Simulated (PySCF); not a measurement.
PySCF input file for Cu2I4, SMILES [I][Cu]1[I][Cu]([I])[I]1, multiplicity 3, C-PCM-B3LYP/def2-SVP. Geometry optimised at B3LYP-D3(BJ)/def2-SVP. The multiplicity is an assumed one; other spin states were not compared. The def2 effective core potentials stand for the cores of I; spin–orbit coupling is left out.

```python
import numpy as np
from pyscf import gto, scf, dft
from pyscf.solvent import pcm

mol = gto.M(
    atom='''
    Cu    0.45548614    1.53051580    0.00000000
    Cu   -0.45548614   -1.53051580   -0.00000000
    I    -1.96494565    0.54365880    0.00000000
    I     1.96494565   -0.54365880   -0.00000000
    I     0.17322571    3.96483977   -0.00000000
    I    -0.17322571   -3.96483977    0.00000000
    ''',
    basis='def2-SVP',
    ecp={'I': 'def2-svp'},
    charge=0,
    spin=2,
    max_memory=1600,
    verbose=3,
)
mf = dft.UKS(mol, xc='b3lyp').density_fit(auxbasis='def2-universal-jkfit')
mf.grids.level = 3
mf.conv_tol = 1e-9
mf.max_cycle = 100
mf.kernel()
fine, coarse = mf.grids, dft.Grids(mol).set(level=1).build(with_non0tab=True)
for _ in range(3):  # follow internal instabilities
    mf.grids = coarse
    mo, _, stable, _ = mf.stability(return_status=True, nroots=4)
    mf.grids = fine
    if stable:
        break
    mf.kernel(mf.make_rdm1(mo, mf.mo_occ))
res = {}
for name, eps in {'water': 78.355, 'benzene': 2.2706, 'N,N-dimethylformamide': 37.219}.items():
    s = mf.PCM()
    s.with_solvent.method, s.with_solvent.eps, s.with_solvent.lebedev_order = 'C-PCM', eps, 17
    s.kernel(mf.make_rdm1())
    res[name] = (s.e_tot, eps, s.dip_moment(), s.mo_energy, s.converged)
    print(f'{name}: electrostatic solvation free energy {(s.e_tot - mf.e_tot) * 627.509474:.3f} kcal/mol')
```

It prints:

```

WARN: HOMO -1.34564858729758 >= LUMO -1.347184796382


WARN: HOMO -0.00645292700657195 >= LUMO -0.0232258699073675

converged SCF energy = -4472.03583597678  <S^2> = 2.0055931  2S+1 = 3.0037264
<class 'pyscf.df.df_jk.DFUKS'> wavefunction is stable in the internal stability analysis

WARN: PCM is an experimental feature. It is still in testing.
Features and APIs may be changed in the future.

converged SCF energy = -4472.05050312511  <S^2> = 2.0055399  2S+1 = 3.003691
Dipole moment(X, Y, Z, Debye):  0.00000, -0.00000,  0.00000
water: electrostatic solvation free energy -9.204 kcal/mol

WARN: PCM is an experimental feature. It is still in testing.
Features and APIs may be changed in the future.

converged SCF energy = -4472.04295722718  <S^2> = 2.005566  2S+1 = 3.0037084
Dipole moment(X, Y, Z, Debye): -0.00000,  0.00000,  0.00000
benzene: electrostatic solvation free energy -4.469 kcal/mol

WARN: PCM is an experimental feature. It is still in testing.
Features and APIs may be changed in the future.

converged SCF energy = -4472.05020771825  <S^2> = 2.005541  2S+1 = 3.0036917
Dipole moment(X, Y, Z, Debye):  0.00000, -0.00000, -0.00000
N,N-dimethylformamide: electrostatic solvation free energy -9.018 kcal/mol
```

Self-consistency was reached.
